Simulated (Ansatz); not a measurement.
Ansatz results at the PBE0-D4/def2-TZVP geometry: HOMO–LUMO gap (ωB97M-V/def2-TZVPP) 11.40 eV; HOMO energy (ωB97M-V/def2-TZVPP) -9.95 eV; LUMO energy (PBE/def2-TZVPP) -0.81 eV.

Each molecule was computed in one conformer, which needn't be the lowest.

Q: Which molecule gave them?
A. `[AlH2][SH]`
B. `[CH3][Al]([Cl])[Br]`
C. `C[NH][AlH2]`
D. `C[CH2][Al]([NH2])[F]`

A: D. The others give `[AlH2][SH]`: 10.26, -10.04, -2.16; `C[NH][AlH2]`: 10.13, -9.21, -1.42; `[CH3][Al]([Cl])[Br]`: 11.39, -10.73, -1.78.
